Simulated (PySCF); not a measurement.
**Unknown compound**

An unknown has the formula CH₁₀N₃PSi₂. Its calculated NMR data are:

¹H NMR (500 MHz, computed): δ 8.53 (m, 1H), 8.42 (m, 1H), 4.86 (s, 3H), 1.07 (m, 2H), 0.91 (br s, 2H), 0.67 (br s, 1H).

¹³C{¹H} NMR (computed): δ 172.1 (CH2).

All values are calculated (PySCF 2.14): GIAO PBE0/pcSseg-1 shieldings, structure optimised with GFN2-xTB. Gas phase, non-relativistic Hamiltonian, one averaged value for each set of equivalent atoms, one computed conformer.

Referencing at the same level of theory: ¹H, ¹³C against TMS.

Question: What is the structure?

Answer: 
Carbon types of the structure: 1 × CH2, leaving 8 H on heteroatoms. δC 172.1: C=N carbon. δH 8.53, 8.42: hydrogen on a C=N carbon. δH 4.86: hydrogen on a silicon bonded to N. δH 1.07: hydrogen on a phosphorus bonded to Si. δH 0.91: hydrogen on a nitrogen bonded to Si; exchangeable; this is the value without hydrogen bonding to other molecules. δH 0.67: hydrogen on a nitrogen bonded to 2 Si; exchangeable, gas-phase position.

These data were computed for SMILES N(=C)[Si@@](N)(P)N[SiH3].

This is the structure that produced the data.

The OH or NH signal is concentration- and solvent-dependent in practice; the value given is the gas-phase one. Splittings by ³¹P in the carbon and heteronuclear signals aren't shown, as no couplings were computed. Shifts are as computed. Against solution values, carbons near 30 ppm lie about +3 ppm off and those near 130 ppm about +5 ppm. Of 1309 compounds with measured shifts, 239 miss one by over three times the rms of a fit or turn the order of signals round; such compounds aren't used in these exercises. No couplings were computed; multiplicities are counted from neighbouring protons, with m where these are inequivalent, close in shift, in a saturated or five-membered ring or joined by F or P, and br s for small geminal =CH2 splittings.
